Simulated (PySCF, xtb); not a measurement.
CH₇ClO₂Si₂, SMILES OC[SiH2]O[SiH2]Cl.

GFN2-xTB in xtb at its own geometry gives an orbital gap of 4.79 eV and a dipole moment of 1.43 D.

Geometry: B3LYP-D3(BJ)/def2-SVP. This is a generated structure with no PubChem entry under its InChIKey; it may be hypothetical. Other conformers were not sampled.

Problem. What does PBE/def2-TZVP (PySCF) give? (Estimate from the structure and the level; the computed values follow.)

Solution. gap 5.07 eV (levels -6.00 and -0.93 eV), dipole 0.74 D.
